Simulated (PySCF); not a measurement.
## Calculated NMR data

Theoretical values (PySCF): shielding tensors at PBE0/pcSseg-1 (GIAO), GFN2-xTB geometry. A single conformation, no solvent, relativity neglected, averaged over atoms made equivalent by symmetry, fast rotation or ring inversion.

References, each an isolated molecule treated in the same way: TMS for 1H (σref 31.72), 13C (σref 186.93). Splittings of carbon signals by F and P are missing where no couplings were computed. Where no couplings were computed, multiplicities follow the n + 1 count of equivalent neighbours, and m marks all less simple cases (inequivalent or close neighbours, rings, F or P nearby). Shifts are as computed. Against solution values, carbons near 30 ppm lie about +3 ppm off and those near 130 ppm about +5 ppm. Of 1309 compounds with measured shifts, 239 miss one by over three times the rms of a fit or turn the order of signals round; such compounds aren't used in these exercises.

**1.** SMILES CO[C@@H](C(C)=O)[Si@@H](F)OC, C₅H₁₁FO₃Si. 1H NMR (500 MHz, computed): δ 4.77 (m, 1H), 4.01 (s, 3H), 3.75 (s, 3H), 3.29 (m, 1H), 2.39 (s, 3H). 13C{1H} NMR (computed): δ 215.9 (C), 87.9 (CH), 61.1 (CH3), 53.2 (CH3), 31.2 (CH3).

**2.** SMILES N#C[C@@]([SiH3])(C=O)C1CCC1, C₇H₁₁NOSi. 1H NMR (500 MHz, computed): δ 9.94 (s, 1H), 3.93 (s, 3H), 3.30 (m, 1H), 2.41 (m, 1H), 2.27 (m, 1H), 2.18 (m, 1H), 2.15 (m, 1H), 2.04 (m, 1H), 1.95 (m, 1H). 13C{1H} NMR (computed): δ 200.8, 123.0, 51.3, 33.3, 28.0, 25.2, 17.2.
